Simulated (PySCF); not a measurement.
PySCF input (M06-2X/def2-TZVPD):

```python
from pyscf import gto, scf, dft

mol = gto.M(
    atom='''
    B     0.84921307    0.41101353    0.22364901
    O     1.18122226    0.27287748   -1.06050112
    O    -0.30786627    0.04780803    0.82227697
    C    -1.35009506   -0.56437414    0.05323029
    H     1.73519024    0.92827644    0.86298499
    H    -1.00438499   -1.50027173   -0.38934654
    H    -2.17382935   -0.76754650    0.73366436
    H    -1.68931886    0.10523489   -0.73913640
    ''',
    basis='def2-tzvpd',
    charge=0,
    spin=1,
    verbose=4,
)

mf = dft.UKS(mol, xc='m062x').density_fit(auxbasis='def2-universal-jkfit')
mf.grids.level = 4
mf.conv_tol = 1e-9
mf.max_cycle = 100
mf.max_memory = 1500
mf.kernel()
if not mf.converged:
    mf = mf.newton()
    mf.kernel(mf.make_rdm1())
for _ in range(2):
    mo, _, stable, _ = mf.stability(return_status=True)
    if stable:
        break
    mf.kernel(mf.make_rdm1(mo, mf.mo_occ))
mf.analyze()
```

Output:

```
PySCF version 2.14.0

[INPUT] verbose = 4
[INPUT] num. atoms = 8
[INPUT] num. electrons = 31
[INPUT] charge = 0
[INPUT] spin (= nelec alpha-beta = 2S) = 1
[INPUT] symmetry False subgroup None
[INPUT] Mole.unit = angstrom
[INPUT] Symbol           X                Y                Z      unit          X                Y                Z       unit  Magmom
[INPUT]  1 B      0.849213070000   0.411013530000   0.223649010000 AA    1.604780123701   0.776703005191   0.422635376930 Bohr   0.0
[INPUT]  2 O      1.181222260000   0.272877480000  -1.060501120000 AA    2.232186563640   0.515663702761  -2.004056671595 Bohr   0.0
[INPUT]  3 O     -0.307866270000   0.047808030000   0.822276970000 AA   -0.581782933291   0.090344083255   1.553878271837 Bohr   0.0
[INPUT]  4 C     -1.350095060000  -0.564374140000   0.053230290000 AA   -2.551309905528  -1.066512556387   0.100590669631 Bohr   0.0
[INPUT]  5 H      1.735190240000   0.928276440000   0.862984990000 AA    3.279034327618   1.754188239486   1.630805280711 Bohr   0.0
[INPUT]  6 H     -1.004384990000  -1.500271730000  -0.389346540000 AA   -1.898012554724  -2.835102682127  -0.735758328147 Bohr   0.0
[INPUT]  7 H     -2.173829350000  -0.767546500000   0.733664360000 AA   -4.107942113041  -1.450452672868   1.386424707754 Bohr   0.0
[INPUT]  8 H     -1.689318860000   0.105234890000  -0.739136400000 AA   -3.192349982462   0.198865120849  -1.396765364697 Bohr   0.0

nuclear repulsion = 108.582222421741
number of shells = 74
number of NR pGTOs = 258
number of NR cGTOs = 190
basis = def2-tzvpd
ecp = {}

******** <class 'pyscf.df.df_jk.DFUKS'> ********
method = DFUKS
initial guess = minao
damping factor = 0
level_shift factor = 0
DIIS = <class 'pyscf.scf.diis.CDIIS'>
diis_start_cycle = 1
diis_space = 8
diis_damp = 0
SCF conv_tol = 1e-09
SCF conv_tol_grad = None
SCF max_cycles = 100
direct_scf = False
number electrons alpha = 16  beta = 15
XC library pyscf.dft.libxc version 7.1.2
    S. Lehtola, C. Steigemann, M. J. T. Oliveira, and M. A. L. Marques,  SoftwareX 7, 1–5 (2018)
XC functionals = m062x
    Y. Zhao and D. G. Truhlar,  Theor. Chem. Acc. 120, 215 (2008)
    Y. Zhao and D. G. Truhlar,  Theor. Chem. Acc. 120, 215 (2008)
radial grids:
    Treutler-Ahlrichs [JCP 102, 346 (1995); DOI:10.1063/1.469408] (M4) radial grids

becke partition: Becke, JCP 88, 2547 (1988); DOI:10.1063/1.454033
pruning grids: <function nwchem_prune>
grids dens level: 4
symmetrized grids: False
atomic radii adjust function: <function treutler_atomic_radii_adjust>
small_rho_cutoff = 0
Set gradient conv threshold to 3.16228e-05
tot grids = 176064
******** <class 'pyscf.df.df.DF'> ********
auxbasis = def2-universal-jkfit
init E= -216.127366996151
  alpha nocc = 16  HOMO = -0.372228143379434  LUMO = -0.0069821414330453
[...]
  beta  nocc = 15  HOMO = -0.389373216444875  LUMO = -0.120185761774103
  HOMO = -0.389373216445  LUMO = -0.120185761774  gap/eV = 7.32496
Extra cycle  E= -215.817059007668  delta_E= -1.67e-10  |g|= 2.25e-05  |ddm|= 2.79e-05
converged SCF energy = -215.817059007668  <S^2> = 0.75511879  2S+1 = 2.0051123
uhf_internal: lowest eigs of H = [0.07287063 0.18809924 0.33529381]
<class 'pyscf.df.df_jk.DFUKS'> wavefunction is stable in the internal stability analysis
**** SCF Summaries ****
Total Energy =                        -215.817059007667979
Nuclear Repulsion Energy =             108.582222421740610
One-electron Energy =                 -508.917847708745512
Two-electron Energy =                  184.518566279336937
Two-electron Coulomb Energy =          212.602983616610686
DFT Exchange-Correlation Energy =      -28.084417337273756
HOMO-LUMO gap [eV] =                     7.324963740787632
**** MO energy ****
                             alpha | beta                alpha | beta
MO #1   energy= -19.6963043488822  | -19.6812787708302  occ= 1 | 1
MO #2   energy= -19.6555299208396  | -19.6547124784953  occ= 1 | 1
MO #3   energy= -10.5989063945466  | -10.5988886857206  occ= 1 | 1
MO #4   energy= -7.08754472436667  | -7.08814120486887  occ= 1 | 1
MO #5   energy= -1.18222911289723  | -1.17170074184438  occ= 1 | 1
MO #6   energy= -1.14678822314287  | -1.08175255874704  occ= 1 | 1
MO #7   energy= -0.806654890554359 | -0.805118002935263 occ= 1 | 1
MO #8   energy= -0.619890274007247 | -0.611848695376622 occ= 1 | 1
MO #9   energy= -0.584738456555691 | -0.55193178033605  occ= 1 | 1
MO #10  energy= -0.56064956524408  | -0.550135991042144 occ= 1 | 1
MO #11  energy= -0.55162385498653  | -0.532560883023915 occ= 1 | 1
MO #12  energy= -0.504234363515003 | -0.451589191970451 occ= 1 | 1
MO #13  energy= -0.474691767497642 | -0.450550856918702 occ= 1 | 1
MO #14  energy= -0.424761510622984 | -0.407846237723619 occ= 1 | 1
MO #15  energy= -0.414056214877219 | -0.389373216444875 occ= 1 | 1
MO #16  energy= -0.396038274053064 | -0.120185761774103 occ= 1 | 0
MO #17  energy= 0.0080213409775638 | 0.00881945241319571 occ= 0 | 0
MO #18  energy= 0.0308826162206544 | 0.0308808677153075 occ= 0 | 0
MO #19  energy= 0.0373613628616731 | 0.0391840588838649 occ= 0 | 0
MO #20  energy= 0.0436022485553709 | 0.0429132135537863 occ= 0 | 0
MO #21  energy= 0.0635276788632494 | 0.0646868005877056 occ= 0 | 0
MO #22  energy= 0.0764800889481197 | 0.0759062807155962 occ= 0 | 0
MO #23  energy= 0.080544231566999  | 0.0806137261387743 occ= 0 | 0
MO #24  energy= 0.08799306583637   | 0.0896179008999671 occ= 0 | 0
MO #25  energy= 0.0930241115872016 | 0.092419463694533  occ= 0 | 0
MO #26  energy= 0.109432312361782  | 0.108997893404714  occ= 0 | 0
MO #27  energy= 0.121644795369667  | 0.120715928604465  occ= 0 | 0
MO #28  energy= 0.134825769003616  | 0.134874403921574  occ= 0 | 0
MO #29  energy= 0.148908892437437  | 0.151194527705304  occ= 0 | 0
MO #30  energy= 0.157344738666635  | 0.158131391679531  occ= 0 | 0
MO #31  energy= 0.164567805128323  | 0.16499741684586   occ= 0 | 0
MO #32  energy= 0.177344937026377  | 0.177681308596577  occ= 0 | 0
MO #33  energy= 0.186305412883632  | 0.184916462114376  occ= 0 | 0
MO #34  energy= 0.195597115529067  | 0.196629189225246  occ= 0 | 0
MO #35  energy= 0.217858875786322  | 0.218713353224805  occ= 0 | 0
MO #36  energy= 0.228940745822005  | 0.229789642947507  occ= 0 | 0
MO #37  energy= 0.236789588054789  | 0.236245309273722  occ= 0 | 0
MO #38  energy= 0.252714953028313  | 0.252280152545703  occ= 0 | 0
MO #39  energy= 0.25910972472399   | 0.259593121870281  occ= 0 | 0
MO #40  energy= 0.262398538924185  | 0.260764885339282  occ= 0 | 0
MO #41  energy= 0.269104343590578  | 0.268373802753878  occ= 0 | 0
MO #42  energy= 0.278841663927231  | 0.278688536378839  occ= 0 | 0
MO #43  energy= 0.293035657831021  | 0.294342743135921  occ= 0 | 0
MO #44  energy= 0.295676602553251  | 0.294436922900734  occ= 0 | 0
MO #45  energy= 0.303650502399599  | 0.301791761657269  occ= 0 | 0
MO #46  energy= 0.308403077251624  | 0.309451088966457  occ= 0 | 0
MO #47  energy= 0.320887045811242  | 0.320783200186891  occ= 0 | 0
MO #48  energy= 0.321331995188879  | 0.324807038226748  occ= 0 | 0
MO #49  energy= 0.333452310510466  | 0.334829342098106  occ= 0 | 0
MO #50  energy= 0.339886360213976  | 0.340564547338769  occ= 0 | 0
MO #51  energy= 0.356399228027546  | 0.351003567705238  occ= 0 | 0
MO #52  energy= 0.369962906364675  | 0.367294647184181  occ= 0 | 0
MO #53  energy= 0.382368367231034  | 0.386722488730291  occ= 0 | 0
MO #54  energy= 0.392146879219872  | 0.391680938540866  occ= 0 | 0
MO #55  energy= 0.405766844135577  | 0.409381437271274  occ= 0 | 0
MO #56  energy= 0.418191215122614  | 0.417294351560912  occ= 0 | 0
MO #57  energy= 0.424739109420875  | 0.424108901580811  occ= 0 | 0
MO #58  energy= 0.440973331678386  | 0.441372781101777  occ= 0 | 0
MO #59  energy= 0.483119007856945  | 0.482177288560931  occ= 0 | 0
MO #60  energy= 0.491254998923842  | 0.491116999311084  occ= 0 | 0
MO #61  energy= 0.51224864151419   | 0.51341545203455   occ= 0 | 0
MO #62  energy= 0.523086146216963  | 0.521046209144655  occ= 0 | 0
MO #63  energy= 0.534504808643533  | 0.53405432665279   occ= 0 | 0
MO #64  energy= 0.539544084217225  | 0.53866310624115   occ= 0 | 0
MO #65  energy= 0.559219793622977  | 0.559130283094528  occ= 0 | 0
MO #66  energy= 0.569490013633401  | 0.569417508983648  occ= 0 | 0
MO #67  energy= 0.575048377310863  | 0.574054422924675  occ= 0 | 0
MO #68  energy= 0.585581868914872  | 0.587170565354724  occ= 0 | 0
MO #69  energy= 0.603997185944006  | 0.605165493292784  occ= 0 | 0
MO #70  energy= 0.621294889189096  | 0.619233065020459  occ= 0 | 0
MO #71  energy= 0.647982969089596  | 0.650169209360229  occ= 0 | 0
MO #72  energy= 0.664127663226559  | 0.664594873421717  occ= 0 | 0
MO #73  energy= 0.670399286459382  | 0.670687207162623  occ= 0 | 0
MO #74  energy= 0.734873898668309  | 0.733537886124837  occ= 0 | 0
MO #75  energy= 0.738643747133111  | 0.739180450176335  occ= 0 | 0
MO #76  energy= 0.744596835756915  | 0.744601629436321  occ= 0 | 0
MO #77  energy= 0.7490234793019    | 0.748821721879734  occ= 0 | 0
MO #78  energy= 0.766786054963188  | 0.767373158061063  occ= 0 | 0
MO #79  energy= 0.780803741356123  | 0.78016770236278   occ= 0 | 0
MO #80  energy= 0.796096218000487  | 0.796425818416389  occ= 0 | 0
MO #81  energy= 0.822755711742268  | 0.825317791772679  occ= 0 | 0
MO #82  energy= 0.849849031410582  | 0.850080762680054  occ= 0 | 0
MO #83  energy= 0.914944814451672  | 0.914857382550177  occ= 0 | 0
MO #84  energy= 0.933808220206182  | 0.934108975663097  occ= 0 | 0
MO #85  energy= 0.937470422663919  | 0.935872338758692  occ= 0 | 0
MO #86  energy= 0.943784674494985  | 0.946834497426716  occ= 0 | 0
MO #87  energy= 1.01006930318159   | 1.00941107725803   occ= 0 | 0
MO #88  energy= 1.02669549767554   | 1.02821757891413   occ= 0 | 0
MO #89  energy= 1.03660460032793   | 1.03612886378239   occ= 0 | 0
MO #90  energy= 1.10425306975713   | 1.10489817001358   occ= 0 | 0
MO #91  energy= 1.15257360380356   | 1.1530026989333    occ= 0 | 0
MO #92  energy= 1.15727079868497   | 1.15722873546974   occ= 0 | 0
MO #93  energy= 1.18673097420426   | 1.18850041726736   occ= 0 | 0
MO #94  energy= 1.19676252533706   | 1.19329460872012   occ= 0 | 0
MO #95  energy= 1.22949875104084   | 1.23080961923829   occ= 0 | 0
MO #96  energy= 1.23489322910149   | 1.23740100846925   occ= 0 | 0
MO #97  energy= 1.28273481057142   | 1.28065194820764   occ= 0 | 0
MO #98  energy= 1.31844121194427   | 1.3168698728556    occ= 0 | 0
MO #99  energy= 1.4240100614971    | 1.42365952341557   occ= 0 | 0
MO #100 energy= 1.43021689169738   | 1.42791584349803   occ= 0 | 0
MO #101 energy= 1.55618078788607   | 1.55955611282276   occ= 0 | 0
MO #102 energy= 1.63417136331788   | 1.63533750823786   occ= 0 | 0
MO #103 energy= 1.64055704846149   | 1.64545438390552   occ= 0 | 0
MO #104 energy= 1.72360270797486   | 1.73045673015947   occ= 0 | 0
[...]
```

It need not be the lowest isomer of its formula.
